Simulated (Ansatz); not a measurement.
A nudged elastic band was laid between two geometries of ClH3Sn + H2O (8 atoms, charge 0, multiplicity 1).

These are results of RKS PBE/def2-SVP (Ansatz), not measurements.

```yaml
movable_images: 9
climbing_image: yes
spring: 5.0 eV/Å²
optimiser: quadratic models (default)
start_path: through a guess of the saddle point
force_threshold: 0.05 eV/Å
iteration_limit: 60
end_points: relaxed
```

Image 0:

```xyz
8
Properties=species:S:1:pos:R:3
Sn 0.196 0.040 -0.115
Cl 0.143 -0.128 2.295
H 1.908 0.016 -0.402
H -0.476 1.550 -0.577
H -0.513 -1.382 -0.776
O -2.603 0.050 0.849
H -2.885 -0.884 0.838
H -2.114 0.109 1.700
```

Image 10:

```xyz
8
Properties=species:S:1:pos:R:3
Sn -0.319 -0.058 -0.495
Cl -0.582 0.842 3.016
H 1.061 -0.822 0.197
H -0.257 1.650 -0.590
H -0.784 -0.803 -1.986
O -1.941 -0.367 0.740
H -2.140 -1.319 0.844
H -1.382 0.246 2.085
```

(1) Which bonds break or form, and what moves?

(2) Give the energies along the band, and the barrier.

(3) What is the geometry of the highest image?

(4) What are the harmonic wavenumbers there?

## Answers

(1) Bonds broken: Sn1–Cl2, O6–H8. Bonds formed: Sn1–O6, Cl2–H8. ClH3Sn + H2O becomes ClH + H4OSn.

(2) The run converged. The highest image is number 8 of 0 to 10, 0.71 eV above the first end and 0.07 eV above the last; the last end lies 0.64 eV above the first. A vibrational analysis at the climbing image gives one clearly imaginary mode, 215i cm⁻¹: a first-order saddle point. The orbitals stay closed-shell, which can raise the energy where a bond breaks towards radicals; this wasn't checked here.

```json
{"image": "0", "path coordinate (Å)": "0.00", "energy (eV)": "0.00", "Sn1–Cl2 (Å)": "2.42", "O6–H8 (Å)": "0.98", "Sn1–O6 (Å)": "2.96"}
{"image": "1", "path coordinate (Å)": "0.40", "energy (eV)": "0.02", "Sn1–Cl2 (Å)": "2.42", "O6–H8 (Å)": "0.98", "Sn1–O6 (Å)": "3.02"}
{"image": "2", "path coordinate (Å)": "0.80", "energy (eV)": "0.07", "Sn1–Cl2 (Å)": "2.42", "O6–H8 (Å)": "0.98", "Sn1–O6 (Å)": "3.06"}
{"image": "3", "path coordinate (Å)": "1.20", "energy (eV)": "0.16", "Sn1–Cl2 (Å)": "2.43", "O6–H8 (Å)": "0.98", "Sn1–O6 (Å)": "2.98"}
{"image": "4", "path coordinate (Å)": "1.60", "energy (eV)": "0.27", "Sn1–Cl2 (Å)": "2.46", "O6–H8 (Å)": "0.99", "Sn1–O6 (Å)": "2.80"}
{"image": "5", "path coordinate (Å)": "2.01", "energy (eV)": "0.36", "Sn1–Cl2 (Å)": "2.50", "O6–H8 (Å)": "0.99", "Sn1–O6 (Å)": "2.59"}
{"image": "6", "path coordinate (Å)": "2.41", "energy (eV)": "0.46", "Sn1–Cl2 (Å)": "2.59", "O6–H8 (Å)": "1.01", "Sn1–O6 (Å)": "2.40"}
{"image": "7", "path coordinate (Å)": "2.81", "energy (eV)": "0.61", "Sn1–Cl2 (Å)": "2.80", "O6–H8 (Å)": "1.07", "Sn1–O6 (Å)": "2.24"}
{"image": "8", "path coordinate (Å)": "3.21", "energy (eV)": "0.71", "Sn1–Cl2 (Å)": "3.08", "O6–H8 (Å)": "1.24", "Sn1–O6 (Å)": "2.14"}
{"image": "9", "path coordinate (Å)": "3.53", "energy (eV)": "0.66", "Sn1–Cl2 (Å)": "3.33", "O6–H8 (Å)": "1.46", "Sn1–O6 (Å)": "2.08"}
{"image": "10", "path coordinate (Å)": "3.86", "energy (eV)": "0.64", "Sn1–Cl2 (Å)": "3.63", "O6–H8 (Å)": "1.58", "Sn1–O6 (Å)": "2.06"}
```

(3) 
```xyz
8
Properties=species:S:1:pos:R:3
Sn -0.272 0.033 -0.341
Cl -0.381 0.789 2.644
H 1.110 -0.798 0.244
H -0.249 1.729 -0.553
H -0.859 -0.760 -1.774
O -2.022 -0.379 0.818
H -2.178 -1.338 0.940
H -1.493 0.093 1.834
```

(4) 215i, 171, 250, 354, 439, 481, 509, 621, 675, 696, 728, 932, 1105, 1364, 1830, 1894, 1936, 3683 cm⁻¹.

The run took 4.7 min on 1 thread of AMD EPYC 7R43 64-Core Processor (Zen 3), on a shared host, peak memory 0.13 GiB.
